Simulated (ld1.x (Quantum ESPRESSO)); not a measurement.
# An all-electron radial function and its pseudo partner (tin)

Columns: radius, all-electron u(r) and pseudo u(r) of the 4d shell (level -27.32 eV) of tin in the configuration [Ar] 3d10 4s2 4p6 4d10 5s1 5p3; PBE, scalar-relativistic, TM scheme, ld1.x (Quantum ESPRESSO) 7.5.

| r (bohr) | all-electron | pseudo |
| --- | --- | --- |
| 0.068 | 0.1526 | -0.0028 |
| 0.135 | 0.4370 | -0.0209 |
| 0.202 | 0.5443 | -0.0664 |
| 0.270 | 0.4409 | -0.1467 |
| 0.338 | 0.2066 | -0.2602 |
| 0.405 | -0.0703 | -0.3962 |
| 0.473 | -0.3422 | -0.5452 |
| 0.540 | -0.5723 | -0.6881 |
| 0.608 | -0.7563 | -0.8157 |
| 0.675 | -0.8874 | -0.9151 |
| 0.742 | -0.9732 | -0.9846 |
| 0.810 | -1.0209 | -1.0248 |
| 0.878 | -1.0370 | -1.0380 |
| 0.945 | -1.0293 | -1.0295 |
| 1.013 | -1.0042 | -1.0042 |
| 1.080 | -0.9673 | -0.9673 |
| 1.148 | -0.9218 | -0.9218 |
| 1.215 | -0.8721 | -0.8721 |
| 1.283 | -0.8191 | -0.8191 |
| 1.350 | -0.7661 | -0.7661 |
| 1.418 | -0.7128 | -0.7128 |
| 1.485 | -0.6616 | -0.6616 |
| 1.553 | -0.6117 | -0.6117 |
| 1.620 | -0.5649 | -0.5649 |
| 1.688 | -0.5200 | -0.5200 |
| 1.755 | -0.4785 | -0.4785 |

Problem. How many radial nodes do the two functions have?

Solution. The all-electron 4d function has n − l − 1 = 1; the pseudo-wave has 0, since the states of the same l below it are removed with the core.

Problem. At about which radius was the pseudo-wave matched?

Solution. 1.10 bohr. The columns agree to 0.0005 from 0.94 bohr on; several derivatives are matched, so the curves merge somewhat inside the radius.

Problem. Is the pseudo-wave norm-conserving?

Solution. Yes: the TM scheme keeps the norm inside the radius equal to the all-electron one, which fixes the energy derivative of the logarithmic derivative at the level.
